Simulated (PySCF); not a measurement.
Magnetic susceptibility: SMILES C=COC(=C)[SiH2]C[SiH3], C₅H₁₂OSi₂

Molfile (atoms numbered from 1):
```
C5H12OSi2
     RDKit          3D

 20 19  0  0  0  0  0  0  0  0999 V2000
   -2.5410    1.6704    1.4332 C   0  0  0  0  0  0  0  0  0  0  0  0
   -2.0298    0.8330    0.5452 C   0  0  0  0  0  0  0  0  0  0  0  0
   -0.9825    0.0243    0.8459 O   0  0  0  0  0  0  0  0  0  0  0  0
   -0.6776   -1.0485    0.0469 C   0  0  0  0  0  0  0  0  0  0  0  0
   -1.5242   -1.6379   -0.7891 C   0  0  0  0  0  0  0  0  0  0  0  0
    1.1156   -1.5686    0.3706 Si  0  0  0  0  0  4  0  0  0  0  0  0
    2.1779    0.0047    0.3824 C   0  0  0  0  0  0  0  0  0  0  0  0
    2.0875    1.0689   -1.1899 Si  0  0  0  0  0  4  0  0  0  0  0  0
   -2.1746    1.7020    2.4434 H   0  0  0  0  0  0  0  0  0  0  0  0
   -3.3311    2.3447    1.1640 H   0  0  0  0  0  0  0  0  0  0  0  0
   -2.3875    0.7862   -0.4777 H   0  0  0  0  0  0  0  0  0  0  0  0
   -1.1908   -2.4764   -1.3709 H   0  0  0  0  0  0  0  0  0  0  0  0
   -2.5522   -1.3396   -0.9217 H   0  0  0  0  0  0  0  0  0  0  0  0
    1.1806   -2.2444    1.6745 H   0  0  0  0  0  0  0  0  0  0  0  0
    1.5229   -2.5024   -0.6855 H   0  0  0  0  0  0  0  0  0  0  0  0
    1.8730    0.6172    1.2315 H   0  0  0  0  0  0  0  0  0  0  0  0
    3.2158   -0.2732    0.5651 H   0  0  0  0  0  0  0  0  0  0  0  0
    0.7045    1.4638   -1.4678 H   0  0  0  0  0  0  0  0  0  0  0  0
    2.8959    2.2792   -1.0048 H   0  0  0  0  0  0  0  0  0  0  0  0
    2.6124    0.3071   -2.3266 H   0  0  0  0  0  0  0  0  0  0  0  0
  1  2  2  0
  2  3  1  0
  3  4  1  0
  4  5  2  0
  4  6  1  0
  6  7  1  0
  7  8  1  0
  1  9  1  0
  1 10  1  0
  2 11  1  0
  5 12  1  0
  5 13  1  0
  6 14  1  0
  6 15  1  0
  7 16  1  0
  7 17  1  0
  8 18  1  0
  8 19  1  0
  8 20  1  0
M  END
```

Computed with PySCF, GIAO KT3/pcSseg-1 magnetisability, rotational g tensor and spin-rotation constants, non-relativistic, gas phase. Geometry: GFN2-xTB.

Task: How diamagnetic is it, and how anisotropic?

Result: Isotropic -1469 × 10⁻³⁰ J/T², or -88.4 × 10⁻⁶ cm³/mol; principal values -1610, -1404, -1391 × 10⁻³⁰ J/T², anisotropy 213 × 10⁻³⁰ J/T² (root of half the summed squared differences of the principal values). The susceptibility is in cgs units.

Task: Split it along the inertial axes a, b, c into diamagnetic and paramagnetic parts about the centre of mass, with the quadrupole moment.

Result: 
```
axis  χ (10⁻⁶ cm³/mol)  diamagnetic (10⁻⁶ cm³/mol)  paramagnetic (10⁻⁶ cm³/mol)  summed x² of all electrons (Å²)  quadrupole Θ (D Å)
   a             -88.8                      -878.3                        789.5                            289.0               +1.71
   b             -90.7                     -1501.4                       1410.7                            142.1               -2.61
   c             -85.8                     -1829.2                       1743.4                             64.9               +0.90
```
Anisotropies 2χaa − χbb − χcc = -1.2 and 2χbb − χaa − χcc = -6.8 × 10⁻⁶ cm³/mol. Θ is traceless in Buckingham's convention.

Task: And the rotational g tensor?

Result: 
| axis | rotational constant (GHz) | g | nuclear part | electronic part |
| --- | --- | --- | --- | --- |
| a | 1.6766 | -0.0217 | 0.6001 | -0.6218 |
| b | 0.8909 | -0.0097 | 0.5807 | -0.5905 |
| c | 0.7138 | -0.0101 | 0.5745 | -0.5846 |

Asymmetric top; isotopes 12C, 1H, 16O, 28Si; no vibrational averaging.
